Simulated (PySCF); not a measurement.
**Excitation energy of B by level of theory**

B [He] 2s2 2p1 (2P) → B [He] 2s1 2p1 3d1 (high-spin determinant), as a difference of total energies. Computed with PySCF 2.14 in dyall-acv3z (15s9p4d2f, 76 functions), with the spin-free X2C one-electron Hamiltonian (Gaussian nucleus). Correlated levels: valence and next inner shell: nothing frozen; virtual orbitals above 40 to 60 times the deepest correlated orbital energy dropped. The calculations carry no spin-orbit coupling.

| method | excitation energy (eV) |
| --- | --- |
| UHF | 10.772 |
| MP2 (valence and next inner shell) | 11.878 |
| SCS-MP2 (valence and next inner shell) | 12.163 |
| CCSD (valence and next inner shell) | 12.284 |
| CCSD(T) (valence and next inner shell) | 12.325 |

How much does correlation contribute at CCSD(T) (valence and next inner shell)?

12.325 − (10.772) = 1.553 eV, measured against UHF.

The upper state lies above the first ionisation limit, but in LS coupling its spin forbids autoionisation to the ground ion. A Rydberg-like electron needs more diffuse functions than a valence basis has.

The promoted electron is Rydberg-like, and one or two diffuse shells describe it only roughly, which tends to raise the upper state.

The determinant of the upper state mixes LS terms, which raises its energy above the lowest term, most at the Hartree-Fock and MP2 levels.
